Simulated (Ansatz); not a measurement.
`OC(O)(F)N[SiH3]` + silanol → `OC(O)(F)O[SiH3]` + `N[SiH3]`  (substitution at a C–N bond)

Calculated with Ansatz (gas phase, PBE0-D4/def2-TZVP geometries, no zero-point term in ΔE). CBS: MP2 limit from def2 TZ/QZ plus the TZ coupled-cluster correction, frozen cores. This one scheme is used for every species. DFT in def2-TZVPP. Each species was taken in one conformer, which may not be the lowest.

```tsv
level	ΔE (kJ/mol)
r2SCAN-D4	3.2
ωB97X-V	3.7
PBE	5.7
HF/CBS(def2)	-4.9
```

Question: What does CCSD(T)/CBS give? (Estimate.)

Answer: Ansatz gave: +6.9 kJ/mol. The listed levels differ from it by -3.7, -3.2, -1.2, -11.8 kJ/mol.

Largest T1 diagnostic among the species: 0.012.

In def2-TZVPP, CCSD(T) changes the Hartree–Fock value by +10.4 kJ/mol (the triples alone add +1.0 kJ/mol) and MP2 by +13.7 kJ/mol.
